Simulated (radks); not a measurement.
The numbers below are computed, except where a source is named.
Ionisation of B+, [He] 2s2, to B2+, [He] 2s1, under several functionals. Scalar-relativistic Kohn-Sham, spin-polarised, spherical densities, finite nucleus; open shells are filled with parallel spins first; a radial shooting solver on a logarithmic mesh with Libxc functionals.

functional,E(B+) (hartree),Exc (hartree),IE (eV),-e(HOMO) (eV),<r> HOMO (bohr),IE error (eV)
B86b exchange with PBE correlation,-24.33131,-3.57609,24.640,19.553,1.777,-0.515
BP86,-24.33832,-3.58393,24.706,19.600,1.778,-0.449
"LDA (Slater exchange, Perdew-Zunger correlation)",-24.04461,-3.26442,24.576,19.417,1.787,-0.578
PBE,-24.30114,-3.54366,24.613,19.511,1.779,-0.542
exchange-only LDA,-23.79343,-3.00379,22.863,18.155,1.806,-2.292

NIST Atomic Spectra Database: 25.155 eV (measured). Closest: BP86. The Delta-SCF values span 1.84 eV, the total energies 0.54 hartree. The highest occupied level is 2s.
